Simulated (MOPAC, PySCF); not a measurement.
azulene `c1ccc2cccc-2cc1`, neutral singlet in the gas phase. 

Z-matrix (Å, degrees):
```
C
C 1 1.3997
H 2 1.1039 1 115.12
C 2 1.4059 3 115.85 1 180.00
H 4 1.1018 2 115.74 3 0.00
C 4 1.4058 5 115.63 2 180.00
H 6 1.1030 4 115.09 5 0.00
C 6 1.4058 7 115.09 4 -180.00
H 8 1.1018 6 115.63 7 0.00
C 8 1.4059 9 115.74 6 -180.00
C 10 1.3997 8 129.03 9 180.00
H 10 1.1039 11 115.13 1 180.00
C 11 1.4141 10 125.96 12 0.00
H 13 1.0974 11 125.10 10 0.00
C 13 1.4131 14 126.42 11 -180.00
H 15 1.0990 13 125.10 14 0.00
C 15 1.4131 16 125.10 13 180.00
H 17 1.0974 15 126.43 16 0.00
```
Charge 0, spin multiplicity 1.

All levels are single points at this geometry (PBE-D3(BJ)/def2-SVP); Pople sets use spherical d functions. Orbital energies aren't observables, and empty levels follow the basis.

| level | HOMO (eV) | LUMO (eV) | gap (eV) | dipole (D) | vertical IE, Delta-SCF (eV) |
|---|---|---|---|---|---|
| PBE-D3(BJ)/def2-SVP in PySCF | -4.85 | -2.79 | 2.06 | 0.95 | 7.33 |
| ωB97X-D3(BJ)/def2-SVP in PySCF | -7.59 | -0.25 | 7.35 | 1.42 | 7.31 |
| B3LYP/3-21G in PySCF | -5.26 | -1.91 | 3.35 | 1.18 | – |
| B3LYP/6-311+G** in PySCF | -5.56 | -2.32 | 3.24 | 1.09 | – |
| BP86/6-31G* in PySCF | -4.67 | -2.59 | 2.08 | 0.94 | – |
| PBE/6-31G* in PySCF | -4.58 | -2.51 | 2.08 | 0.94 | 7.09 |
| HF/6-31G* in PySCF | -6.86 | 1.48 | 8.34 | 1.52 | – |
| HF/STO-3G in PySCF | -4.94 | 4.14 | 9.08 | 1.81 | – |
| PM3 in MOPAC | -7.99 | -1.21 | 6.78 | 1.81 | – |
